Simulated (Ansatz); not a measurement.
## Energy profile

The step: BNH₂ClF ([NH2][B]([F])[Cl]) → BNHF ([NH][B][F]) + HCl; bonds formed: Cl2–H4; bonds broken: B1–Cl2, N3–H4 (atoms numbered as in the saddle structure below).

```xyz
6
angstrom
B 0.6714 -0.3435 -0.0658
Cl -0.1179 1.9671 0.5243
N -0.5817 -0.6318 -0.1929
H -0.8200 0.7545 0.1704
F 1.9479 -0.2905 -0.0010
H -1.0998 -1.4557 -0.4349
```

Electronic energies by CCSD(T) at an estimated basis limit (MP2 extrapolated from triple and quadruple zeta, plus CCSD(T) − MP2 in triple zeta), on PBE0-D4/def2-TZVP structures; BNH$_{2}$ClF, singlet; no counterpoise correction. Program: Ansatz 0.2.0. Basis: def2-TZVPP and def2-QZVPP. Cores are frozen in the correlated methods. Extrapolation: Hartree–Fock as exp(−7.88 √X), correlation as X^−2.97.

Give the profile in kJ/mol, counted from the start structure. (An estimate is asked for; the value comes from the calculation.)

Computed:
```csv
point,kJ/mol
start structure,0.0
saddle,314.8
end structure,264.2
"separated: BNHF (linked as [NH][B][F]; B1, N3, F5, H6; singlet) + HCl (Cl2, H4; singlet)",278.7
```

No T1 diagnostic of these runs exceeds 0.015.

For scale, one of the runs: CCSD(T)/def2-TZVPP, 163 basis functions, launched by `ansatz run in.yaml --threads 2 --pin off --events-out ev --progress --plain --max-ram 4352MiB`. Hardware: 2 CPU threads of an Arm Neoverse V2, shared host. Wall time 25 s; peak host memory 1.3 GiB.
